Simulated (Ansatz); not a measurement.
Ideal-gas functions of BiCl3, SMILES `[Cl][Bi]([Cl])[Cl]` at 400 K and 1 bar, from an Ansatz frequency run at PBE0-D4/def2-TZVP.

Molar mass 315.34 g/mol, point group C3v (symmetry number 3), electronic degeneracy 1, moments of inertia 336.821, 336.863, 474.822 u Å². Harmonic wavenumbers (cm⁻¹, unscaled): 103, 103, 119, 330, 330, 354.

Use S(trans) = R[1.5 ln M + 2.5 ln T − 1.1517]; rotational temperatures θ = 24.2544 K / I; S(rot) = R[ln(√π/σ · √(T³/θAθBθC)) + 1.5]; for each mode x = 1.438777 ν̃/T, S = R[x/(eˣ − 1) − ln(1 − e⁻ˣ)] and H = RT x/(eˣ − 1); 1 cm⁻¹ = 0.0119627 kJ/mol; R = 8.31446 J/(mol·K).

Question: By hand: the entropy, in J/(mol·K).

Answer: Translation 186.7. Rotation: θ = 0.072, 0.072, 0.0511 K, giving 117.1. Vibration, mode by mode: 16.62, 16.62, 15.43, 7.36, 7.36, 6.85, in all 70.2. Electronic 0.0. Sum 374.0 J/(mol·K).

Question: By hand: H − E and G − E in kJ/mol, counted from the electronic energy.

Answer: Zero-point energy ½ × 1339 × 0.0119627 = 8.0; thermal vibration 13.3; translation, rotation and pV give 4 RT = 13.3. H − E = 34.6 kJ/mol, and G − E = 34.6 − 400 × 374.0/1000 = -115.0 kJ/mol.

Vibration gives 19 % of the entropy, 48.7 J/(mol·K) of it from the modes under 150 cm⁻¹: soft modes count most, and the harmonic formula is weakest for them.
